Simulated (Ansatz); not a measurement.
Two structures of SiNH4Cl3O, singlet, reached by relaxing down either side of one saddle point (PBE0-D4/def2-TZVP). Energies are electronic, without zero-point energy. Program: Ansatz 0.2.0. Basis: def2-TZVPP and def2-QZVPP. Cores are frozen in the correlated methods. Extrapolation: Hartree–Fock as exp(−7.88 √X), correlation as X^−2.97. First:

Si1  (-0.340, 0.126, -0.628)
O2  (0.225, -1.420, -0.521)
Cl3  (-1.189, -0.093, -2.569)
Cl4  (-2.106, 0.689, 0.321)
Cl5  (0.931, 1.699, -1.122)
H6  (0.068, -0.461, 1.827)
N7  (0.505, 0.226, 1.222)
H8  (0.018, -1.926, -1.312)
H9  (0.394, 1.147, 1.632)
H10  (1.495, 0.012, 1.149)
(Å)

Second:

Si1  (-0.201, 1.178, -0.579)
O2  (-0.159, -2.560, 0.582)
Cl3  (0.169, 0.088, -2.251)
Cl4  (-2.183, 1.225, -0.167)
Cl5  (0.419, 3.083, -0.941)
H6  (-0.007, -1.607, 0.623)
N7  (0.572, 0.405, 0.722)
H8  (-0.485, -2.721, -0.306)
H9  (0.310, 0.676, 1.659)
H10  (1.565, 0.232, 0.657)
(Å)

Q: Which bonds change from the first to the second?

A: SiHCl₃O ([OH][Si]([Cl])([Cl])[Cl]) + NH₃ → SiNH₂Cl₃ ([NH2][Si]([Cl])([Cl])[Cl]) + H₂O; bonds formed: O2–H6; dative contacts that become bonds: Si1–N7; bonds broken: Si1–O2, H6–N7.

Q: Give the saddle point's structure and its height above each. (An estimate is asked for; the value comes from the calculation.)

A: Computed: 158.6 kJ/mol above the first and 101.6 kJ/mol above the second (CCSD(T) at an estimated basis limit (MP2 extrapolated from triple and quadruple zeta, plus CCSD(T) − MP2 in triple zeta)).
Si1  (-0.368, 0.400, -0.477)
O2  (-0.592, -1.420, 0.082)
Cl3  (0.211, -0.288, -2.347)
Cl4  (-2.339, 0.769, -0.059)
Cl5  (0.206, 2.417, -0.823)
H6  (0.306, -1.043, 0.768)
N7  (0.775, 0.161, 0.943)
H8  (-0.424, -2.087, -0.589)
H9  (0.491, 0.675, 1.771)
H10  (1.732, 0.417, 0.731)
(Å)

The T1 diagnostic stays at or below 0.010.

Labels in which every atom is bracketed show which atoms are joined, not bond orders.

For scale, one of the runs: CCSD(T)/def2-TZVPP, 286 basis functions, launched by `ansatz run in.yaml --threads 8 --pin off --events-out ev --progress --plain --max-ram 19148MiB`. Hardware: 8 CPU threads of an Arm Neoverse V2, shared host. Wall time 2.9 min; peak host memory 8.2 GiB.
